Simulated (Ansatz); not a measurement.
`FB[SiH2][SiH3]` + HCl → `[SiH3]Cl` + `FB[SiH3]` at 400 K and 1 bar (cleavage of the Si–Si bond).

Isolated molecules relaxed with PBE0-D4/def2-TZVP in Ansatz; ΔE leaves out vibrations. CCSD(T)/CBS adds triple-zeta CCSD(T) − MP2 to the extrapolated MP2 energy (def2 sets, frozen cores). This one scheme is used for every species. One conformer a species, not always the lowest.

```csv
species,CCSD(T)/CBS energy (Eh),H − E (kJ/mol),S (J/(mol·K))
`FB[SiH2][SiH3]`,-706.37300,183.0,393.2
HCl,-460.38127,29.6,195.4
`[SiH3]Cl`,-750.69636,85.8,267.3
`FB[SiH3]`,-416.08982,126.4,321.1
```

H − E and S are ideal-gas, rigid-rotor, harmonic terms from PBE0-D4/def2-TZVP, for one conformer and one mirror image of each species. 1 Eh = 2625.50 kJ/mol, R = 8.31446 J/(mol·K).

By hand: ΔE, ΔH, ΔS and ΔG.

ΔE = (-750.69636) + (-416.08982) − (-706.37300) − (-460.38127) = -0.03191 Eh = -83.8 kJ/mol. Δ(H − E) = 85.8 + 126.4 − 183.0 − 29.6 = -0.4, so ΔH = -84.2 kJ/mol. ΔS = 267.3 + 321.1 − 393.2 − 195.4 = -0.2 J/(mol·K). ΔG = -84.2 − 400 × (-0.2)/1000 = -84.1 kJ/mol.

By hand: the equilibrium constant, and the temperature at which ΔG would vanish if ΔH and ΔS stayed fixed.

log₁₀ K = −ΔG/(RT ln 10) = 11.0. ΔG = 0 at ΔH/ΔS = 421000 K, far beyond where these terms or the molecules hold.

The number of gas molecules stays the same, so ΔS is small and ΔH decides. A doubt of 5 kJ/mol in ΔE shifts log₁₀ K by 0.7 here. Other conformers and mirror images would add mixing entropy, several J/(mol·K) or more a flexible species. Modes under 60 cm⁻¹, often nearly free rotors, make the harmonic entropy too high. These are equilibria of isolated gas molecules and say nothing of rates. Largest T1 diagnostic: 0.015 (customary marks: 0.02 for closed shells, 0.045 for open ones).
